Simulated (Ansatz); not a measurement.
C2H3AlBr2, singlet, at a GFN2-xTB geometry (such geometries of metal compounds can be far from the true shape), atoms displaced at random by about 0.08 Å a coordinate; B3LYP/STO-3G, gradient (Ansatz, a program for electronic structure).

Here is a job for Ansatz.
Ansatz 0.2 input:
```yaml
crystal:
  periodic: [false, false, false]
  atoms:
    - {symbol: Al, position_ang: [-0.08672937, -0.30690530, -0.44403734]}
    - {symbol: Br, position_ang: [-0.51344441, -1.33159417, 1.50714111]}
    - {symbol: Br, position_ang: [0.45568655, 1.92862053, -0.26466839]}
    - {symbol: C, position_ang: [-0.11481924, -1.11070882, -2.28218520]}
    - {symbol: C, position_ang: [0.05156909, -0.58538935, -3.12230284]}
    - {symbol: H, position_ang: [-0.43938417, -2.16449288, -2.28411824]}
    - {symbol: H, position_ang: [0.18361982, -0.87474986, -4.18398927]}
    - {symbol: H, position_ang: [0.46950088, 0.61839268, -3.31811655]}
basis:
  gaussian:
    orbitals: STO-3G
hamiltonian:
  xc: b3lyp
output: {forces: true}
```

What the program printed (banner, timings and long lists left out):

```
Functional definition: B3LYP
629 factors; integrals over basis functions are off by at most 5.3e-5 eV
mean field evaluation 1: about -147166.3759 eV, gradient 2.8e1 eV
mean field evaluation 2: about -147165.0933 eV, gradient 3.4e1 eV
mean field evaluation 4: about -147169.6979 eV, gradient 1.6e0 eV
mean field evaluation 8: about -147169.6643 eV, gradient 5.5e-2 eV
mean field -147169.66435202 eV, -5408.3854097553 hartree, gradient 3.9e-6 eV, S^2 0.000000; 0 other end points of the search recorded, 0 dependent functions left out
the calculation of the forces begins
reference -147169.66454498 eV, -5408.3854168467 hartree; 49, 49 occupied and 9, 9 virtual orbitals, 629 factors
Total energy: -147169.66454498 eV, -5408.3854168467 hartree
Atom 0 at    -0.086729    -0.306905    -0.444037 Å, force     0.279021     0.904761    -0.092150 eV/Å
Atom 1 at    -0.513444    -1.331594     1.507141 Å, force     0.152433     0.297170    -0.943216 eV/Å
Atom 2 at     0.455687     1.928621    -0.264668 Å, force    -0.425664    -1.802944    -0.268688 eV/Å
Atom 3 at    -0.114819    -1.110709    -2.282185 Å, force   -10.978224   -30.217183    50.883093 eV/Å
Atom 4 at     0.051569    -0.585389    -3.122303 Å, force    13.237353    35.141784   -51.669545 eV/Å
Atom 5 at    -0.439384    -2.164493    -2.284118 Å, force     0.262890    -0.129465     0.323969 eV/Å
Atom 6 at     0.183620    -0.874750    -4.183989 Å, force    -0.915065    -0.882560     0.100483 eV/Å
Atom 7 at     0.469501     0.618393    -3.318117 Å, force    -1.612745    -3.311563     1.666054 eV/Å
Dipole moment:    -0.045333    -0.307125    -0.302245 e Å
```
